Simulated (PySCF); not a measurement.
InBr2, SMILES [Br][In+][Br], charge +1. Geometry optimised at B3LYP-D3(BJ)/def2-SVP. The spin state was assumed, not searched. The isomer is the one that the SMILES or the coordinates give; other isomers of the formula were not compared. The def2 effective core potentials stand for the cores of In; spin–orbit coupling is left out.

Give the equilibrium geometry at B3LYP-D3(BJ)/def2-SVP (PySCF confirms it by a frequency run) as Cartesian coordinates in Å, and its point group. (An estimate is asked for; the answer gives what the named calculation found.)

point group D∞h.
```xyz
3

In     0.0000     0.0000     0.0000
Br     0.0000     0.0000    -2.3957
Br     0.0000     0.0000     2.3957
```
Charge +1, spin multiplicity 1.
